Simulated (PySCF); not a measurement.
Compound: Mo(NH)2(SMe)2, C₂H₈MoN₂S₂ (singlet state).
Structure used (PBE0-D3(BJ)/def2-SVP), in Å, numbered top down from 1:
```
atom  x, y, z in Å
Mo1    0.819    0.277    0.234
N2     1.412    0.243    1.852
H3     2.106    0.354    2.590
N4     1.967    0.808   -0.938
H5     2.868    1.147   -1.268
S6    -0.988    1.745    0.270
C7    -1.308    1.920   -1.518
H8    -0.463    2.422   -2.010
H9    -2.214    2.532   -1.629
H10   -1.478    0.942   -1.988
S11    0.246   -1.872   -0.452
C12   -0.619   -2.536    1.009
H13    0.058   -2.560    1.874
H14   -0.932   -3.561    0.763
H15   -1.506   -1.937    1.253
```

Computed with PBE0-D3(BJ)/def2-SVP geometry optimisation, gas phase, def2 core potentials past Kr (PySCF).

Problem. Which atoms are bound to Mo1, and at what distances?

Solution. 4 atoms: N4 1.724 Å, N2 1.724 Å, S11 2.327 Å, S6 2.328 Å. The nearest atom not counted as bound is H3, at 2.69 Å (others tie with it).

Problem. List the angles at Mo1.

Solution. 
| angle | degrees | distance of the outer atoms (Å) |
| --- | --- | --- |
| N2–Mo1–N4 | 114.5 | 2.90 |
| S6–Mo1–S11 | 113.3 | 3.89 |
| N2–Mo1–S11 | 110.1 | 3.34 |
| N4–Mo1–S6 | 109.5 | 3.33 |
| N2–Mo1–S6 | 105.3 | 3.24 |
| N4–Mo1–S11 | 104.4 | 3.22 |

Problem. What is the shape at Mo1?

Solution. Distorted tetrahedral: angles from 104.4° to 114.5°; τ4 = (360° − α − β)/141° = 0.94 with α and β the two widest (0 for a square, 1 for a tetrahedron).

Problem. What are the other bond lengths?

Solution. N2–H3, N4–H5 1.018 Å; S6–C7, S11–C12 1.824 Å; C7–H8 and 5 like bonds 1.099 Å.

Problem. Give some angles away from the centre.

Solution. Mo1–S6–C7 100.4°, Mo1–S11–C12 102.5°.

Problem. What are the rotational constants (commonest isotopes, rigid rotor)?

Solution. A = 1584, B = 969.4, C = 842.3 MHz: an asymmetric top.

Point group: near C2, missed by 0.13 Å at most; the miss may be what the optimiser left on a soft mode. Charge 0, singlet. Whether it is a minimum is left open (no frequencies).
